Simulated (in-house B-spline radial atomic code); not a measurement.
Successive ionisation energies of ytterbium; each step leads to the configuration of the next row (after the last: bare). Dirac energy differences include first-order Breit, QED and recoil terms. NIST's values go from ground level to ground level; the uncertainty of those that are theory runs from under 0.1 % in few-electron ions to several per cent in heavy many-electron ones. Computed with a radial B-spline atomic code at the basis-set limit: Dirac-Hartree-Fock, jj configuration that fills j = l - 1/2 first, finite nuclei.

A number in brackets counts the electrons of a j subshell.

```
  ion               configuration  ionisation energy (eV)  tabulated value (eV)    tabulated kind  computed minus tabulated (eV)  highest orbital  largest mean radius (bohr)
Yb49+               [Ar] 3d3/2(3)                  4366.7                  4364  tabulated theory                              3            3d3/2                     0.20518
Yb50+               [Ar] 3d3/2(2)                  4497.6                  4502  tabulated theory                             -4            3d3/2                     0.20387
Yb51+               [Ar] 3d3/2(1)                  4630.1                  4630  tabulated theory                              0            3d3/2                     0.20257
Yb52+                [Ne] 3s2 3p6                  4988.2                  4988  tabulated theory                              0            3p3/2                     0.20128
Yb53+  [Ne] 3s2 3p1/2(2) 3p3/2(3)                  5104.3                  5101  tabulated theory                              3            3p3/2                     0.20048
Yb54+  [Ne] 3s2 3p1/2(2) 3p3/2(2)                  5221.3                  5224  tabulated theory                             -3            3p3/2                     0.19969
Yb55+  [Ne] 3s2 3p1/2(2) 3p3/2(1)                  5339.2                  5339  tabulated theory                              0            3p3/2                     0.19891
Yb56+           [Ne] 3s2 3p1/2(2)                  5729.4                  5731  tabulated theory                             -2            3p1/2                     0.19814
Yb57+           [Ne] 3s2 3p1/2(1)                  5860.4                  5860  tabulated theory                              0            3p1/2                     0.19733
Yb58+                    [Ne] 3s2                  6111.2                  6111  tabulated theory                              0            3s1/2                     0.19652
Yb59+                    [Ne] 3s1                  6235.5                  6236  tabulated theory                              0            3s1/2                     0.19564
Yb60+                [He] 2s2 2p6                 13783.5                 13784  tabulated theory                              0            2p3/2                    0.081267
Yb61+  [He] 2s2 2p1/2(2) 2p3/2(3)                 14103.2                 14093  tabulated theory                             10            2p3/2                    0.080908
Yb62+  [He] 2s2 2p1/2(2) 2p3/2(2)                 14426.0                 14435  tabulated theory                             -9            2p3/2                    0.080551
Yb63+  [He] 2s2 2p1/2(2) 2p3/2(1)                 14752.0                 14752  tabulated theory                              0            2p3/2                    0.080196
Yb64+           [He] 2s2 2p1/2(2)                 16190.1                 16191  tabulated theory                             -1            2p1/2                    0.079844
Yb65+           [He] 2s2 2p1/2(1)                 16571.7                 16570  tabulated theory                              2            2p1/2                     0.07945
Yb66+                    [He] 2s2                 17050.4                 17050  tabulated theory                              0            2s1/2                    0.079059
Yb67+                    [He] 2s1                 17364.9              17365.44  tabulated theory                             -1            2s1/2                    0.078705
Yb68+                         1s2                 70118.7              70123.04  tabulated theory                             -4            1s1/2                     0.01955
Yb69+                         1s1                 71574.2              71574.63  tabulated theory                              0            1s1/2                     0.01943
```

(1) Where is the largest jump?

Results:

(1) From Yb67+ to Yb68+, by a factor of 4.04 (17365 to 70119 eV); the highest orbital goes from 2s1/2 to 1s1/2.
